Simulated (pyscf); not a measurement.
Single points on ωB97X-D3(BJ)/def2-SVP structures (PySCF, gas phase).

What is the homolytic dissociation enthalpy (298 K, ωB97M-D3(BJ)/def2-TZVP) of the B–C bond of Cl–CH₂–CH₂–B(Cl)–Cl (SMILES ClCCB(Cl)Cl), to •H₂C–CH₂–Cl + [Cl–B–Cl]•?

B–C to •H₂C–CH₂–Cl + [Cl–B–Cl]•: 434.4 kJ/mol. The 7 functionals that were run give +387.5 (r²SCAN) to +434.4 kJ/mol (ωB97M-D3(BJ)). The radicals are drawn with the spin at the cut bond; how far it spreads was not checked. Other isomers of •H₂C–CH₂–Cl were not searched in full and may lie lower.
